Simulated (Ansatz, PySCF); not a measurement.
Mo(O)(NMe)(SH)2 (CH5MoNOS2), SMILES [N](=[Mo](=[O])([SH])[SH])C, multiplicity 1. Atoms are numbered in the order given.

```xyz
11

Mo     0.0761     0.0359     0.1236
O      1.4699     0.5636     0.8928
N      0.2885     0.0087    -1.5808
C      1.0426     0.1999    -2.7638
H      0.5301     0.9269    -3.4162
H      2.0615     0.5668    -2.5508
H      1.1140    -0.7527    -3.3155
S     -0.3890    -2.1994     0.6538
H     -0.1335    -2.0379     1.9749
S     -1.6872     1.5491     0.4322
H     -1.4342     1.7199     1.7526
```
Charge 0, spin multiplicity 1.

Geometry optimised at PBE0-D3(BJ)/def2-SVP. The spin state was assumed, not searched. The def2 effective core potentials stand for the cores of Mo; spin–orbit coupling is left out. One conformer was computed; it need not be the lowest.

Two levels are set side by side: PBE-D3(BJ)/def2-SVP (Ansatz, a quantum-chemistry and plane-wave program) and PBE0-D3(BJ)/def2-SVP (Ansatz). Each level has its own optimised geometry; the coordinates shown are those of the second. Frequencies come from the Hessian of PySCF at each geometry. Differences are taken from unrounded values.

| quantity | PBE0-D3(BJ) | PBE-D3(BJ) | PBE-D3(BJ) minus PBE0-D3(BJ) |
|---|---|---|---|
| mean bond length (Å) | 1.552 | 1.566 | 0.014 |
| bond Mo1–O2 (Å) | 1.677 | 1.702 | 0.025 |
| bond Mo1–N3 (Å) | 1.718 | 1.744 | 0.026 |
| bond Mo1–S8 (Å) | 2.344 | 2.357 | 0.013 |
| bond Mo1–S10 (Å) | 2.344 | 2.357 | 0.013 |
| bond N3–C4 (Å) | 1.416 | 1.422 | 0.006 |
| bond C4–H5 (Å) | 1.103 | 1.112 | 0.009 |
| bond C4–H6 (Å) | 1.104 | 1.113 | 0.009 |
| bond C4–H7 (Å) | 1.103 | 1.112 | 0.009 |
| bond S8–H9 (Å) | 1.355 | 1.367 | 0.012 |
| bond S10–H11 (Å) | 1.355 | 1.367 | 0.012 |
| highest harmonic wavenumber (cm⁻¹) | 3128 | 3022 | -106 |
| mean harmonic wavenumber (cm⁻¹) | 1049 | 1009 | -40 |
| zero-point energy (kcal/mol) | 40.48 | 38.96 | -1.53 |

Exact exchange shortens and stiffens bonds; PBE has none. Differences between two approximate levels are no errors against the true value.
